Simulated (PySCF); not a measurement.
The multiplicity is imposed and other spin states were not computed.

Cartesian coordinates (Å):
```xyz
6

Cu    -0.0754     0.0364     0.0516
O     -1.3445    -1.4118     0.3245
H     -1.0118    -2.0279     1.0077
H     -1.4210    -1.9493    -0.4894
O      1.1656     1.2669    -0.2393
H      0.7702     2.1273     0.0008
```
Charge 0, multiplicity 1.

Question: Predict the LUMO, total energy and charge on the central atom (Mulliken) from TPSSh-D3(BJ)/def2-TZVP // TPSS-D3(BJ)/def2-SVP (PySCF 2.14.0).

Answer: 
* **LUMO**: -1.42 eV
* **total energy**: -1792.8673 Ha
* **charge on the central atom (Mulliken)**: 0.17 e
